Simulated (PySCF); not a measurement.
## How the functional moves excitation energies

C5H8Si.
Cartesian coordinates in Å at the PBE0-D3(BJ)/def2-SVP level; atoms count from 1:
```
atom  x, y, z in Å
C1     3.1021    0.9237   -0.2478
C2     2.2886    0.6973    0.7949
C3     1.0472    0.0073    0.7257
C4    -0.0148   -0.5874    0.6980
C5    -1.3074   -1.2356    0.6316
Si6   -2.6556   -0.0310    0.0391
H7     2.8505    0.5770   -1.2533
H8     4.0421    1.4639   -0.1152
H9     2.5788    1.0636    1.7876
H10   -1.6042   -1.6305    1.6187
H11   -1.2835   -2.0941   -0.0621
H12   -3.9663   -0.7496   -0.0153
H13   -2.3135    0.4757   -1.3217
H14   -2.7603    1.1147    0.9891
```

Linear-response calculations in the def2-SVPD basis (PySCF; singlets by full response, triplets Tamm–Dancoff, core orbitals frozen in the response; HF means time-dependent Hartree–Fock). 'Strongest' is the level of largest summed f among the singlets computed (10 roots, of which the last may lack a degenerate partner); it can jump between rows when another state enters that window. S1 is the lowest singlet of each run and needn't be the same state throughout; f(S1) is that of one state. Geometry: PBE0-D3(BJ)/def2-SVP; no solvent, vibrations or thermal averaging.

```tsv
functional	kind	S1 (eV)	f(S1)	strongest (eV)	T1 (eV)	HOMO (eV)	gap (eV)	ionisation energy, ΔSCF (eV)
LDA	LDA	4.67	0.009	4.94	3.42	-5.81	3.88	8.59
PBE	GGA	4.71	0.011	4.95	3.26	-5.64	3.92	8.37
B3LYP	global hybrid, 20% exact exchange	5.03	0.034	5.16	3.31	-6.43	5.42	8.47
PBE0	global hybrid, 25% exact exchange	5.13	0.032	7.38	3.26	-6.64	5.83	8.48
BHandHLYP	global hybrid, 50% exact exchange	5.37	0.196	7.48	3.27	-7.51	7.74	8.40
wB97X-D	range-separated hybrid	5.32	0.077	7.52	3.43	-8.39	9.31	8.54
LC-wPBE	range-separated hybrid	5.55	0.124	7.67	3.30	-9.16	10.54	8.71
HF	Hartree–Fock	5.54	0.135	7.55	2.91	-8.82	11.18	not settled
```

What does CAM-B3LYP (range-separated hybrid) give?

S1 (eV) 5.31, f(S1) 0.097, strongest (eV) 7.46, T1 (eV) 3.34, HOMO (eV) -7.86, gap (eV) 8.14, ionisation energy, ΔSCF (eV) 8.58. S1 runs from 4.67 eV (LDA) to 5.55 eV (LC-wPBE), a spread of 0.88 eV, while the orbital gap spreads over 7.3 eV. Along PBE (0%), B3LYP (20%), PBE0 (25%), BHandHLYP (50%), HF (100%) S1 rises with the share of exact exchange. −ε(HOMO) comes closest to its own ΔSCF ionisation energy with wB97X-D (-0.16 eV) and misses most with LDA (-2.77 eV). 'Not settled' means that the ion's SCF failed to converge or may have ended in another state than the lowest.
